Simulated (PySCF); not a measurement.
MgClI, SMILES [Mg]([I])[Cl]. Coordinates come from a PBE-D3(BJ)/def2-TZVP optimisation. The def2 effective core potentials stand for the cores of I; spin–orbit coupling is left out.

Computed equilibrium geometry at PBE-D3(BJ)/def2-TZVP (PySCF confirms it by a frequency run) as bond lengths and angles, and its point group:
point group C∞v.
Atoms: Mg1 Cl2 I3. Bond lengths (Å): Mg1–Cl2 2.186, Mg1–I3 2.539. Angles (°): Cl2–Mg1–I3 180.0.
